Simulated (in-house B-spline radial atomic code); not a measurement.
Configurations of the strontium ion Sr⁸⁺, with energies counted from [Ar] 3d10 4s2. Level of theory: Dirac-Hartree-Fock, average of configuration, Fermi nucleus of rms radius 4.224 fm; calculated with an all-electron radial atomic-structure program (B-spline basis). Energies include first-order Breit, QED and recoil terms.

Occupations are held fixed; configurations that lie above the ionisation limit could autoionise.

```tsv
configuration	E - E(ref) (eV)	highest orbital	its <r> (bohr)
[Ar] 3d10 4s1 4p1	19.801	4p3/2	1.31
[Ar] 3d10 4s1 5f1	110	5f5/2	3.284
[Ar] 3d10 4s1 6f1	124.19	6f5/2	5.07
[Ar] 3d10 4s1 7g1	133.44	7g9/2	7.019
[Ar] 3d9 4s2 5f1	227.71	5f5/2	3.223
[Ar] 3d9 4s2 6g1	243.64	6g9/2	4.842
[Ar] 3d9 4s2 7g1	251.8	7g9/2	6.997
[Ne] 3s2 3p5 3d10 4s2 4f1	342.65	4f5/2	1.773
[Ne] 3s2 3p5 3d10 4s2 5g1	371.72	5g9/2	3.023
[Ne] 3s2 3p5 3d10 4s2 6d1	376.83	6d5/2	4.393
[Ne] 3s2 3p5 3d10 4s2 7s1	381.74	7s1/2	5.387
[Ne] 3s2 3p5 3d10 4s2 7f1	392.45	7f7/2	7.105
[Ne] 3s2 3p5 3d10 4s2 7g1	393.38	7g9/2	6.997
```

(1) Order these further configurations by energy, lowest first.
A. [Ne] 3s2 3p5 3d10 4s2 4d1
B. [Ar] 3d9 4s2 7p1
C. [Ar] 3d9 4s2 8s1
D. [Ar] 3d9 4s2 6p1
E. [Ar] 3d9 4s2 6s1

(2) How far above the reference does [Ne] 3s2 3p5 3d10 4s2 6f1 lie?

(3) How far above the reference does [Ar] 3d10 4s1 8g1 lie?

(4) How far above the reference does [Ne] 3s2 3p5 3d10 4s2 8s1 lie?

(5) One of these lies 398.1 eV from the reference. Which?
A. [Ar] 3d9 4s2 4p1
B. [Ar] 3d9 4s2 8f1
C. [Ar] 3d10 4s1 5d1
D. [Ne] 3s2 3p5 3d10 4s2 8f1

## Answers

(1) E (223.75 eV), D (228.25 eV), B (242.69 eV), C (249.69 eV), A (311.19 eV).

(2) 383.75 eV; its least bound orbital is 6f7/2 with <r> = 4.996 bohr.

(3) 138.74 eV; its least bound orbital is 8g9/2 with <r> = 9.513 bohr.

(4) 391.27 eV; its least bound orbital is 8s1/2 with <r> = 7.449 bohr.

(5) D.
